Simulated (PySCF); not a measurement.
**Ionisation energy of In²⁰⁺ by level of theory**

In²⁰⁺ [Ar] 3d10 4s1 [4s1/2^1, M_J = 1/2] → In²¹⁺ [Ar] 3d10, as a difference of total energies. All numbers are calculated (PySCF 2.14, the two-component X2C-1e Hamiltonian, in an even-tempered Gaussian basis (17 s from 1.3 bohr⁻², ratio 2.8; 13 p from 1.7 bohr⁻², ratio 2.8; 8 d from 2.9 bohr⁻², ratio 2.8; 4 f from 7.4 bohr⁻², ratio 3)). Correlated levels: [Ne] frozen; the 74 highest virtual spinors dropped. "Screened" scales the spin-orbit matrix elements by Boettger's factors to mimic the two-electron term; Breit and QED terms are absent.

| method | ionisation energy (eV) |
| --- | --- |
| GHF (spin-free) | 588.72 |
| GMP2 (spin-free) | 589.85 |
| GHF (screened spin-orbit) | 588.70 |
| GMP2 (screened spin-orbit) | 589.83 |

Task: How much does correlation contribute at GMP2 (screened spin-orbit)?

Result: 589.83 − (588.70) = 1.13 eV, measured against GHF (screened spin-orbit).

Breit and QED terms and the two-electron picture change are absent.

For comparison: 593.38 ± 0.2 eV (semi-empirical (NIST evaluation); NIST Atomic Spectra Database, ionization energies).
